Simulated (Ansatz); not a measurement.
`C[CH2][SnH3]`, charge 0, multiplicity 1.

Q: Give a relaxed structure at PBE0-D4/def2-TZVP (Ansatz). (Estimate.)

A: The calculation gave: 
Cartesian coordinates in Å:
```
C 1.2188 -0.7527 0.4779
C -0.1693 -0.7734 -0.1452
Sn -1.0312 1.1854 -0.3550
H 1.9228 -0.1703 -0.1224
H 1.2061 -0.3143 1.4792
H 1.6297 -1.7627 0.5709
H -0.1468 -1.2253 -1.1399
H -0.8609 -1.3687 0.4560
H -0.0252 2.1541 -1.3440
H -1.1569 1.9268 1.1821
H -2.5871 1.1010 -1.0596
```
Point group Cs.
This is one stationary point; other conformers may exist.
